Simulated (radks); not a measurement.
Cs I, configuration [Xe] 7p1 (not the ground configuration).

Method: Dirac Kohn-Sham, PBE, spin-unpolarised, spherical densities, point nucleus; open shells fill j = l - 1/2 first; computed with a radial shooting solver on a logarithmic mesh with Libxc functionals.

Energy parts (eV):
part                      energy
total                 -211981.70
kinetic                225756.93
electron-nucleus      -515320.61
Hartree                 82823.29
exchange-correlation    -5241.31

Orbitals (lengths in bohr, moments of r in powers of bohr):
| orbital | occ. | eigenvalue (eV) | <r> |
|---|---|---|---|
| 1s1/2 | 2 | -35774.94 | 0.02611 |
| 2s1/2 | 2 | -5612.121 | 0.1117 |
| 2p1/2 | 2 | -5279.635 | 0.09403 |
| 2p3/2 | 4 | -4927.360 | 0.09992 |
| 3s1/2 | 2 | -1169.185 | 0.2987 |
| 3p1/2 | 2 | -1030.361 | 0.2887 |
| 3p3/2 | 4 | -962.8509 | 0.3005 |
| 3d3/2 | 4 | -719.0466 | 0.2714 |
| 3d5/2 | 6 | -704.7154 | 0.2751 |
| 4s1/2 | 2 | -223.1182 | 0.6947 |
| 4p1/2 | 2 | -173.3088 | 0.7206 |
| 4p3/2 | 4 | -159.5399 | 0.7481 |
| 4d3/2 | 4 | -78.5858 | 0.8307 |
| 4d5/2 | 6 | -76.3010 | 0.8411 |
| 5s1/2 | 2 | -29.7438 | 1.740 |
| 5p1/2 | 2 | -17.6535 | 2.011 |
| 5p3/2 | 4 | -16.0090 | 2.104 |
| 7p1/2 | 1 | -0.8016 | 15.27 |
| 7p3/2 | 0 | -0.7694 | 15.35 |

The highest occupied level is 7p1/2 at -0.802 eV. Summed over all electrons, <r^2> = 309.4 bohr^2, which gives a Langevin (diamagnetic) susceptibility term of -245 x 10^-6 cm^3/mol. The density falls to 0.001 e/bohr^3 at r = 4.10 bohr.
